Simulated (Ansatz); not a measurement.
A set of 12 reactions (atomization), with CCSD(T)/CBS values in kJ/mol:

```csv
reaction,ΔE
`OC1CO[SiH2]1` → 2 C• + 6 H• + 2 O• + Si•,4169.8
`F[Si](F)(F)[Ge]([F])([F])[Si](F)(F)F` → 8 F• + Ge• + 2 Si•,4892.6
`CC(C)[O][AlH][O]C(C)C` → Al• + 6 C• + 15 H• + 2 O•,9505.3
`C[B-](Cl)(Cl)[OH+][SiH3]` → B• + C• + 2 Cl• + 7 H• + O• + Si•,4569.0
`[SiH3][SiH](Cl)Br` → Br• + Cl• + 4 H• + 2 Si•,2325.2
`[F][GeH2][S][GeH3]` → F• + 2 Ge• + 5 H• + S•,2582.1
`[SiH3][AsH][SiH3]` → As• + 7 H• + 2 Si•,2758.1
`CC[C]=O`• → 3 C• + 5 H• + O•,3658.4
`[TeH][SiH]1BC1` → B• + C• + 5 H• + Si• + Te•,2865.4
`COC(=O)c1ccccc1` → 8 C• + 8 H• + 2 O•,8512.9
`CCC1=CCCCC1` → 8 C• + 14 H•,9245.3
`[SiH3][O][InH][Cl]` → Cl• + 4 H• + In• + O• + Si•,2364.7
```

Computed with Ansatz on PBE0-D4/def2-TZVP structures; ΔE is electronic, products minus reactants. CCSD(T)/CBS is the MP2 limit (def2-TZVPP, def2-QZVPP) plus CCSD(T) − MP2 in def2-TZVPP, frozen cores. This one scheme is used for every species, atoms too. For atomizations the MP2-based limit and the directly extrapolated one differ by several kJ/mol either way, and by 10 to 25 for some Ge, Se and Sn compounds, so smaller differences from it don't rank the levels. DFT in def2-TZVPP. B3LYP here is the variant with VWN-RPA as its local correlation; programs differ in this. Open shells (•) are unrestricted, without spin–orbit coupling. Spin–orbit coupling would lower the free atoms: a little for Al, B, C, Cl, F, O, S, Si; clearly for Br, Ge; strongly for In, Te. def2 core potentials past Kr. For As, Br, Ge, In, Te outer-core shells are correlated without core-valence functions, so the limit isn't a true one: a few kJ/mol of doubt a bond, and 10 to 20 or more in all where bonds break to atoms. Scalar relativity is left out up to krypton. Each species was taken in one conformer, which may not be the lowest.

Task: Give the mean, mean absolute and largest difference (level minus CCSD(T)/CBS, kJ/mol) for: revPBE-D4, BLYP-D4, r2SCAN-D4, B97M-V, PBE0-D4, ωB97M-V, B2PLYP, PBE, B3LYP, BHLYP, HF/def2-SVP, MP2/def2-SVP, SCS-MP2/def2-TZVPP, CCSD/CBS(def2). (An estimate is asked.)

Result: The calculation gave: 
| level | mean | mean absolute | largest |
| --- | --- | --- | --- |
| revPBE-D4 | -38.6 | 68.1 | -135.9 |
| BLYP-D4 | -30.1 | 46.7 | -72.6 |
| r2SCAN-D4 | 14.3 | 23.3 | 98.0 |
| B97M-V | 15.8 | 21.8 | 62.3 |
| PBE0-D4 | -1.0 | 56.7 | 154.6 |
| ωB97M-V | 2.1 | 23.0 | -55.2 |
| B2PLYP | -62.8 | 62.8 | -102.4 |
| PBE | 47.2 | 85.4 | 319.0 |
| B3LYP | -69.3 | 69.3 | -171.1 |
| BHLYP | -185.1 | 185.1 | -368.7 |
| HF/def2-SVP | -1253.1 | 1253.1 | -2307.3 |
| MP2/def2-SVP | -197.6 | 197.6 | -313.9 |
| SCS-MP2/def2-TZVPP | -70.4 | 70.4 | -125.7 |
| CCSD/CBS(def2) | -72.9 | 72.9 | -171.6 |

The largest T1 diagnostic in the set is 0.018, for Al• (customary mark 0.045).

CCSD(T)/CBS is a level of theory with its own doubt, and the functionals carry their triple-zeta basis error, so these figures describe this set and don't rank the functionals.
